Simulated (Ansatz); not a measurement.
Program: Ansatz. Geometries: PBE0-D4/def2-TZVP. ΔE: electronic, gas phase. CCSD(T)/CBS is the MP2 limit (def2-TZVPP, def2-QZVPP) plus CCSD(T) − MP2 in def2-TZVPP, frozen cores. Functionals use def2-TZVPP. B3LYP here is the variant with VWN-RPA as its local correlation; programs differ in this. For Ge, Se outer-core shells are correlated without core-valence functions, which leaves a few kJ/mol of doubt a bond. Scalar relativity is left out up to krypton. One conformer a species, not always the lowest.

Reaction (formal exchange of groups at the Se–Ge bond): `[Cl][GeH2][SeH]` + `COCF` → `COC(F)[SeH]` + `[Cl][GeH3]`

(1) Is it downhill or uphill in electronic energy at CCSD(T)/CBS, and by how much? (Estimate.)

(2) What do these levels give: PBE-D4, r2SCAN-D4, B3LYP-D4, CCSD/def2-TZVPP, MP2/def2-QZVPP, CCSD/CBS(def2)? (Best estimate.)

Largest T1 diagnostic among the species: 0.011.

## Answers

(1) Computed: Uphill: ΔE = +26.0 kcal/mol.

(2) Computed: PBE-D4 24.9, r2SCAN-D4 25.4, B3LYP-D4 25.9, CCSD/def2-TZVPP 26.1, MP2/def2-QZVPP 26.7, CCSD/CBS(def2) 26.6 kcal/mol.

From PBE to PBE0 (25 % exact exchange), in def2-TZVPP and without D4, ΔE moves by +1.4 kcal/mol. In def2-TZVPP, CCSD(T) changes the Hartree–Fock value by −3.4 kcal/mol (the triples alone add −0.6 kcal/mol) and MP2 by −2.4 kcal/mol.
